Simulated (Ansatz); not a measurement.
Input for Ansatz (an electronic-structure program): R-RI-MP2/cc-pV(Q+d)Z on C2H6Si (SMILES C=C[SiH3]), a point of a torsion scan. Files ending in .json are basis or fitting sets from the Basis Set Exchange.

Ansatz 0.2 input:
```yaml
crystal:
  periodic: [false, false, false]
  atoms:
    - {symbol: C, position_ang: [1.52185566, -0.08664093, -0.27707048]}
    - {symbol: C, position_ang: [0.50137889, 0.04898695, 0.55511481]}
    - {symbol: Si, position_ang: [-1.30796346, 0.03375448, 0.02772632]}
    - {symbol: H, position_ang: [1.37409023, -0.21779973, -1.33748745]}
    - {symbol: H, position_ang: [2.55095618, -0.07408875, 0.05129709]}
    - {symbol: H, position_ang: [0.71857455, 0.17758813, 1.60938688]}
    - {symbol: H, position_ang: [-1.62612995, -1.24359031, -0.61597433]}
    - {symbol: H, position_ang: [-1.55852189, 1.12550325, -0.91692972]}
    - {symbol: H, position_ang: [-2.14048368, 0.20878164, 1.21985963]}
basis:
  gaussian:
    orbitals: cc-pV_Q+d_Z.json
    fitting: {mean_field: def2-universal-JKFIT, correlation: cc-pVQZ-RIFIT.json}
magnetization: {spin_polarized: false}
correlation: {method: mp2, electrons: outside_noble_gas}
scf: {lower_state_search: off}
```

Output:

```
WARN ansatz: RAYON_NUM_THREADS=1 ignored (pool sized by the plan → 1); use --threads N
Functional definition: HF
these checks for a lower state are left out or cut short: stability, starts, cluster_reference, orbital_swaps, neighbouring_geometries, increment
integrals: 0.41 GiB planned
386 factors; integrals over basis functions are off by at most 5.9e0 eV
mean field: 0.67 GiB planned
mean field evaluation 1: about -10016.4208 eV, gradient 2.8e1 eV
mean field evaluation 2: about -10018.4479 eV, gradient 1.1e1 eV
mean field evaluation 4: about -10018.8037 eV, gradient 3.3e-1 eV
mean field -10018.80424505 eV, -368.1842650163 hartree, gradient 1.0e-6 eV, S^2 0.000000; 0 other end points of the search recorded, 0 dependent functions left out
7 core orbitals not correlated
752 factors; their error is unknown
reference -10018.80424505 eV, -368.1842650163 hartree; 9, 9 occupied and 338, 338 virtual orbitals, 752 factors
second order -13.21806085 eV of doubles, -0.00000000 eV of singles
Total energy: -10032.02230591 eV, -368.6700197931 hartree
Checks for a lower state left out: stability, starts, cluster_reference, orbital_swaps, neighbouring_geometries, increment
```

Self-consistency was reached.

Cost: about 8 core-seconds (a rough figure).
